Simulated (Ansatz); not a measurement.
`B[SiH](N)P` + `O[SiH2][SiH2]F` → `B[SiH](N)F` + `O[SiH2][SiH2]P`  (redistribution)

Calculated with Ansatz (gas phase, PBE0-D4/def2-TZVP geometries, no zero-point term in ΔE). CCSD(T)/CBS is the MP2 limit (def2-TZVPP, def2-QZVPP) plus CCSD(T) − MP2 in def2-TZVPP, frozen cores. This one scheme is used for every species. Functionals use def2-TZVPP. B3LYP here is the variant with VWN-RPA as its local correlation; programs differ in this. One conformer a species, not always the lowest.

```
             level  ΔE (kJ/mol)  difference from CCSD(T)/CBS
            PBE-D4         -4.9                         22.2
         r2SCAN-D4        -13.6                         13.5
           PBE0-D4        -14.3                         12.8
          B3LYP-D4        -28.7                         -1.6
           ωB97X-V        -31.8                         -4.7
               PBE         -5.7                         21.4
            r2SCAN        -13.5                         13.6
   CCSD/def2-TZVPP        -36.8                         -9.7
     HF/def2-QZVPP        -73.0                        -45.9
SCS-MP2/def2-QZVPP        -33.3                         -6.2
       CCSD(T)/CBS        -27.1                            0
```

Largest T1 diagnostic among the species: 0.016.

From PBE to PBE0 (25 % exact exchange), in def2-TZVPP and without D4, ΔE moves by −9.0 kJ/mol. In def2-TZVPP, CCSD(T) changes the Hartree–Fock value by +45.2 kJ/mol (the triples alone add +8.4 kJ/mol) and MP2 by +50.8 kJ/mol.
